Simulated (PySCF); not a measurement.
**Fractional electron number in Ru+ (ruthenium, charge +1)**

The 4d beta orbital of [Kr] 4d7 is emptied in steps (occupation f), with all orbitals relaxed, ending at [Kr] 4d6. Calculation: PySCF 2.14, in def2-TZVPPD with the def2 core potential (28 electrons); scalar relativity through the core potential. The exact energy is a straight line in f; departures are measured from the line between the end points of the same method.

```
  f  PBE0 (eV)  r2SCAN (eV)  LC-wPBE (eV)
  1      0.000        0.000         0.000
0.9     -0.324       -0.445        -0.065
0.7     -0.760       -1.041        -0.155
0.5     -0.908       -1.240        -0.187
0.3     -0.765       -1.041        -0.158
0.1     -0.328       -0.444        -0.069
  0      0.000        0.000         0.000
```

```
 method  E(f=0) − E(f=1) (eV)  −ε at f=1 (eV)  −ε at f=0.5 (eV)
   PBE0                16.762          13.171            16.748
 r2SCAN                16.664          11.731            16.664
LC-wPBE                16.655          15.935            16.643
```

Orbital energy along the path (eV):

```
  f     PBE0   r2SCAN  LC-wPBE
  1  -13.171  -11.731  -15.935
0.9  -13.873  -12.702  -16.067
0.7  -15.299  -14.672  -16.347
0.5  -16.748  -16.664  -16.643
0.3  -18.211  -18.659  -16.948
0.1  -19.680  -20.628  -17.261
  0  -20.403  -21.573  -17.417
```

Reference removal energy between the ground levels: 16.76 ± 0.06 eV (semi-empirical (NIST evaluation); NIST Atomic Spectra Database, ionization energies). The calculation has no spin-orbit coupling. The determinant left behind need not be the lowest term of the ion.
